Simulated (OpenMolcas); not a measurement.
**Gd2+: moving or changing the point charges**

Gd2+ among 7 point charges of -1 e arranged as a pentagonal bipyramid (D5h), 2.54 Å from the ion, with the axial distance 2.464 Å.
```
   2.5400    0.0000    0.0000  -1.00
   0.7849    2.4157    0.0000  -1.00
  -2.0549    1.4930    0.0000  -1.00
  -2.0549   -1.4930    0.0000  -1.00
   0.7849   -2.4157    0.0000  -1.00
   0.0000    0.0000    2.4638  -1.00
   0.0000    0.0000   -2.4638  -1.00
```

```json
{
 "Program": "OpenMolcas",
 "Method": "CASSCF",
 "Basis": "ANO-RCC-VDZP [7s6p4d2f1g]",
 "Scalar Hamiltonian": "DKH2, point nucleus",
 "Active space": "8 electrons in 7 orbitals (4f)",
 "State averaging": "2S+1 = 7 even, 7 roots; 2S+1 = 5 even, 77 roots kept (CI in the orbitals of an earlier block); 2S+1 = 3 even, 26 roots kept (CI in the orbitals of an earlier block)",
 "Spin-orbit coupling": "RASSI with atomic mean-field integrals over the reference wave functions"
}
```

Runs around this geometry, states. Energies in cm-1 above the lowest state or level, χT in cm3 K/mol.

```json
{"R (Å)": "2.54", "q (e)": "-0.5", "Ground state": "2S+1 = 7", "First state of that spin": "76.0", "First gap with spin-orbit (degeneracies)": "4.0 (2, 2)", "Width of lowest J": "180", "χT at 300 K": "11.801"}
{"R (Å)": "2.54", "q (e)": "-1", "Ground state": "2S+1 = 7", "First state of that spin": "146.5", "First gap with spin-orbit (degeneracies)": "4.9 (2, 2)", "Width of lowest J": "362", "χT at 300 K": "11.755"}
{"R (Å)": "2.8", "q (e)": "-1", "Ground state": "2S+1 = 7", "First state of that spin": "81.0", "First gap with spin-orbit (degeneracies)": "10.4 (2, 2)", "Width of lowest J": "250", "χT at 300 K": "11.790"}
{"R (Å)": "3.01", "q (e)": "-1", "Ground state": "2S+1 = 7", "First state of that spin": "50.0", "First gap with spin-orbit (degeneracies)": "5.9 (2, 2)", "Width of lowest J": "191", "χT at 300 K": "11.803"}
```

Taking the width of the lowest J multiplet as R^-n, n = -ln(191 / 362) / ln(3.01 / 2.54) = 3.8 between the shortest and longest distance.

Scaling the charges by -0.5 / -1 = 0.50 scales the width of the lowest J multiplet by 180 / 362 = 0.50; with fixed orbitals a first-order splitting would follow the charge.

High states are left out of the spin-orbit mixing, which shifts the levels that they would mix with. The free ion's ground configuration, as NIST lists it, lies outside this active space, so the lowest level here need not be the ground level. This is an electrostatic model: the charges have no orbitals. An unlabelled pair can be two single states that coincide in this model. No measured value stands beside these numbers.

A state without a sure symmetry label is named by its multiplicity alone.
